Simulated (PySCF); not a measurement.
Species: C2H7FOSi.
SMILES with atom numbers: `[OH:1][SiH2:2][CH2:3][CH2:4][F:5]` (hydrogens: H6 on O1; H7, H8 on Si2; H9, H10 on C3; H11, H12 on C4)

Computed by this run: PBE0-D3(BJ)/def2-SVP geometry optimisation, gas phase (PySCF 2.14.0); density fitting, grid level 1; the optimiser is geomeTRIC in internal coordinates, started from a GFN2-xTB structure with every atom displaced at random (about 0.01 Å).

The end geometry, which sets the zero of energy:
```
atom  x, y, z in Å
O1      1.6386    0.9454    1.1337
Si2     1.3893   -0.1783   -0.0672
C3     -0.3960   -0.8013   -0.0104
C4     -1.4071    0.2831   -0.3057
F5     -1.1135    1.4254    0.4313
H6      0.8763    1.5273    1.2413
H7      1.6383    0.3850   -1.4338
H8      2.3284   -1.3088    0.1738
H9     -0.5760   -1.2378    0.9868
H10    -0.5160   -1.6190   -0.7418
H11    -2.4362   -0.0152   -0.0454
H12    -1.3863    0.5668   -1.3715
```

Task: These geometries come from the run, each turned onto the end geometry. Order them by energy, lowest first.
A.
```
atom  x, y, z in Å
O1      1.6836    0.9314    1.0238
Si2     1.3949   -0.1896   -0.1002
C3     -0.4235   -0.8229   -0.0263
C4     -1.3842    0.2727   -0.3077
F5     -1.2497    1.3264    0.5532
H6      0.9820    1.5996    1.2356
H7      1.6286    0.3398   -1.4486
H8      2.3378   -1.2441    0.2637
H9     -0.6114   -1.2296    0.9901
H10    -0.5699   -1.6218   -0.7272
H11    -2.4598   -0.0706   -0.1596
H12    -1.2888    0.6812   -1.3055
```
B.
```
atom  x, y, z in Å
O1      1.6246    0.9851    1.0768
Si2     1.4024   -0.1939   -0.0853
C3     -0.3887   -0.8014   -0.0004
C4     -1.3906    0.2949   -0.2881
F5     -1.1777    1.3708    0.5685
H6      0.8140    1.5067    1.1723
H7      1.6380    0.3218   -1.4732
H8      2.3487   -1.3088    0.1959
H9     -0.5688   -1.2161    1.0061
H10    -0.5425   -1.6245   -0.7194
H11    -2.4319   -0.0365   -0.1427
H12    -1.2879    0.6742   -1.3194
```
C.
```
atom  x, y, z in Å
O1      1.6096    0.9906    1.0747
Si2     1.4137   -0.1958   -0.0841
C3     -0.3867   -0.8014    0.0008
C4     -1.3830    0.3020   -0.2795
F5     -1.1709    1.3603    0.5991
H6      0.7727    1.4758    1.1029
H7      1.6465    0.3206   -1.4693
H8      2.3559   -1.3073    0.2086
H9     -0.5704   -1.2134    1.0067
H10    -0.5471   -1.6223   -0.7215
H11    -2.4250   -0.0338   -0.1418
H12    -1.2756    0.6972   -1.3052
```
D.
```
atom  x, y, z in Å
O1      1.6305    0.9796    1.0784
Si2     1.3944   -0.1906   -0.0842
C3     -0.3920   -0.8008   -0.0026
C4     -1.3958    0.2915   -0.2931
F5     -1.1713    1.3770    0.5473
H6      0.8403    1.5194    1.2055
H7      1.6386    0.3283   -1.4698
H8      2.3433   -1.3052    0.1918
H9     -0.5720   -1.2188    1.0028
H10    -0.5383   -1.6257   -0.7208
H11    -2.4360   -0.0372   -0.1332
H12    -1.3021    0.6549   -1.3309
```

Result: D (0.004 eV), B (0.008 eV), C (0.024 eV), A (0.228 eV).

In the order of the answer:

```json
{"step": "3", "E above end (eV)": "0.004", "largest force (eV/Å)": "0.09", "rms force component (eV/Å)": "0.023", "rms distance from end (Å)": "0.070", "rms bond change (Å)": "0.001", "bond most changed (Å)": "O1–Si2 +0.003"}
{"step": "2", "E above end (eV)": "0.008", "largest force (eV/Å)": "0.23", "rms force component (eV/Å)": "0.053", "rms distance from end (Å)": "0.084", "rms bond change (Å)": "0.002", "bond most changed (Å)": "O1–Si2 +0.007"}
{"step": "1", "E above end (eV)": "0.024", "largest force (eV/Å)": "0.31", "rms force component (eV/Å)": "0.089", "rms distance from end (Å)": "0.104", "rms bond change (Å)": "0.004", "bond most changed (Å)": "Si2–C3 +0.010"}
{"step": "0", "E above end (eV)": "0.228", "largest force (eV/Å)": "2.98", "rms force component (eV/Å)": "0.862", "rms distance from end (Å)": "0.108", "rms bond change (Å)": "0.031", "bond most changed (Å)": "O1–Si2 -0.050"}
```

The cost below is that of the whole optimisation. The run took 36 s on one thread of an Arm Neoverse V1, on a shared host, and the process peaked at 0.45 GiB of memory.
